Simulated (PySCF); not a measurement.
Ga(Et)(OH)(OEt), SMILES CC[O][Ga]([OH])[CH2]C (C₄H₁₁GaO₂), GFN2-xTB optimised geometry.

```
18

Ga    -0.21    -0.31     0.00
C     -1.50    -1.91     0.00
C     -0.77    -3.25     0.03
H     -2.12    -1.82    -0.89
H     -2.15    -1.79     0.87
H     -0.16    -3.34     0.93
H     -0.12    -3.36    -0.84
H     -1.49    -4.07     0.03
O      1.55    -0.31     0.00
H      2.15    -1.05     0.00
O     -1.11     1.19     0.00
C     -0.93     2.59    -0.01
C      0.54     2.99    -0.03
H     -1.43     2.99    -0.89
H     -1.41     3.00     0.89
H      1.02     2.57    -0.91
H      0.65     4.07    -0.03
H      1.04     2.57     0.85
```

Density from PySCF 2.14.0 with PBE0/def2-SVP at that geometry.

Minimum of the electron density along straight lines between bonded atoms, close to the bond critical point (lines longer than 1.1 times the sum of covalent radii, or with two minima, are not listed):

| bond | length / Å | ρ at the minimum / e bohr⁻³ | ∇²ρ there / e bohr⁻⁵ | position (fraction from the first atom) |
|---|---|---|---|---|
| Ga1–C2 | 2.054 | 0.102 | 0.09 | 0.47 |
| C2–C3 | 1.521 | 0.242 | -0.54 | 0.50 |
| C2–H5 | 1.090 | 0.273 | -0.98 | 0.62 |
| C3–H6 | 1.090 | 0.275 | -0.99 | 0.62 |
| C3–H7 | 1.090 | 0.275 | -0.99 | 0.62 |
| C3–H8 | 1.091 | 0.275 | -1.00 | 0.62 |
| Ga1–O9 | 1.757 | 0.133 | 0.90 | 0.48 |
| O9–H10 | 0.953 | 0.357 | -2.38 | 0.81 |
| Ga1–O11 | 1.751 | 0.132 | 0.92 | 0.48 |
| O11–C12 | 1.409 | 0.253 | -0.37 | 0.66 |
| C12–C13 | 1.522 | 0.250 | -0.59 | 0.50 |
| C12–H14 | 1.098 | 0.280 | -1.04 | 0.63 |
| C12–H15 | 1.098 | 0.280 | -1.04 | 0.63 |
| C13–H16 | 1.090 | 0.275 | -1.00 | 0.63 |
| C13–H17 | 1.088 | 0.275 | -1.00 | 0.62 |
| C13–H18 | 1.090 | 0.275 | -1.00 | 0.63 |
